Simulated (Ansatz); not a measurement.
System: C6H12, charge 0, multiplicity 1. 
Geometry from a B3LYP-D3(BJ)/def2-TZVP (Ansatz, a quantum-chemistry and plane-wave program) optimisation:
```
C
H 1 1.0922
C 1 1.5021 2 109.37
C 3 1.3308 1 128.21 2 -0.26
H 4 1.0866 3 117.34 1 -179.97
H 3 1.0884 4 117.53 5 0.00
C 4 1.4977 5 114.93 3 -179.97
H 7 1.0888 4 112.89 5 -179.99
H 7 1.0940 8 107.90 2 -122.54
H 7 1.0940 8 107.89 9 -114.74
C 1 1.5339 2 107.92 8 120.51
H 11 1.0910 1 111.12 2 -59.74
H 11 1.0923 12 108.36 1 -122.10
H 11 1.0932 12 107.84 13 -116.44
C 1 1.5340 2 107.92 8 -119.75
H 15 1.0910 1 111.12 2 59.72
H 15 1.0923 16 108.36 1 122.10
H 15 1.0932 16 107.83 17 116.45
```
Charge 0, spin multiplicity 1.

Total electronic energies in hartree. Valence correlation only, unless marked. No spin-orbit coupling. No relativistic terms. Basis-set limits of correlation are two-point, X^-3; Hartree-Fock from the larger set. The bracket is a focal-point correction in the basis named.

```json
[
 {"level": "HF/STO-3G", "program": "Ansatz", "energy (Eh)": "-231.40152"},
 {"level": "HF/6-31G*", "program": "Ansatz", "energy (Eh)": "-234.17657"},
 {"level": "BLYP-D3(BJ)/def2-TZVPD", "program": "Ansatz + dftd3", "energy (Eh)": "-235.81807"},
 {"level": "r2SCAN/def2-TZVPD", "program": "Ansatz", "energy (Eh)": "-235.77777"},
 {"level": "r2SCAN-D3(BJ)/def2-TZVPD", "program": "Ansatz + dftd3", "energy (Eh)": "-235.78201"},
 {"level": "B3LYP-D4/def2-TZVPD", "program": "Ansatz + dftd4", "energy (Eh)": "-235.96614"},
 {"level": "PBE0/STO-3G", "program": "Ansatz", "energy (Eh)": "-232.75871"},
 {"level": "PBE0/6-31G*", "program": "Ansatz", "energy (Eh)": "-235.54993"},
 {"level": "PBE0-D3(BJ)/def2-TZVPD", "program": "Ansatz + dftd3", "energy (Eh)": "-235.64699"},
 {"level": "r2SCAN0-D4/def2-TZVPD", "program": "Ansatz + dftd4", "energy (Eh)": "-235.76422"},
 {"level": "HSE06-D4/def2-TZVPD", "program": "Ansatz + dftd4", "energy (Eh)": "-235.63000"},
 {"level": "CAM-B3LYP-D3(BJ)/def2-TZVPD", "program": "Ansatz + dftd3", "energy (Eh)": "-235.79977"},
 {"level": "MP2/STO-3G", "program": "Ansatz", "energy (Eh)": "-231.72796"},
 {"level": "MP2/cc-pwCVTZ", "program": "Ansatz", "energy (Eh)": "-235.31113"},
 {"level": "MP2/CBS(cc-pVTZ,cc-pVQZ)", "program": "Ansatz", "energy (Eh)": "-235.4209"},
 {"level": "RI-MP2/CBS(aug-cc-pVTZ,aug-cc-pVQZ)", "program": "Ansatz", "energy (Eh)": "-235.4215"},
 {"level": "RI-MP2/CBS(cc-pVTZ,cc-pVQZ)", "program": "Ansatz", "energy (Eh)": "-235.4205"},
 {"level": "SCS-MP2/cc-pVQZ", "program": "Ansatz", "energy (Eh)": "-235.38811"},
 {"level": "CCSD(T)/aug-cc-pVDZ", "program": "Ansatz", "energy (Eh)": "-235.19749"},
 {"level": "CCSD(T)/cc-pwCVTZ", "program": "Ansatz", "energy (Eh)": "-235.41771"},
 {"level": "CCSD(T) with core electrons/cc-pwCVTZ", "program": "Ansatz", "energy (Eh)": "-235.70886"},
 {"level": "RI-MP2/CBS(cc-pVTZ,cc-pVQZ)+[CCSD(T)-MP2]/cc-pVQZ", "program": "Ansatz", "energy (Eh)": "-235.5200"},
 {"level": "CCSD(T)/CBS(cc-pVTZ,cc-pVQZ)", "program": "Ansatz", "energy (Eh)": "-235.5141"}
]
```

Totals of different functionals don't rank their quality; only differences between species are comparable.
